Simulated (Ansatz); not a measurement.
Input for Ansatz (development build ahead of 0.2.0):

```yaml
crystal:
  periodic: [false, false, false]
  atoms:
    - { symbol: Sc, position_ang: [0.0, 0.0, 0.0] }
    - { symbol: "N", position_ang: [0.0, 0.0, 2.028] }
basis:
  gaussian: { orbitals: def2-SVP }
magnetization:
  spin_polarized: true
hamiltonian:
  xc: pbe0
scf:
  omitted_lower_state_checks: [starts, atomic_configurations, cluster_reference, orbital_swaps, given_window_search, neighbouring_geometries, increment]
output:
  forces: true
```

The input is written out in the form of the current development build from the run's settings.

Results

* Converged: yes
* Total energy: -814.89396 hartree
* Spin squared of the determinant: 1.270
* Stability test: minimum

Forces (eV/Å):
| atom | Fx | Fy | Fz |
| --- | --- | --- | --- |
| Sc1 | 0.000 | 0.000 | 3.842 |
| N2 | 0.000 | 0.000 | -3.842 |

Caution: the unrestricted determinant is a mixture of spin states.
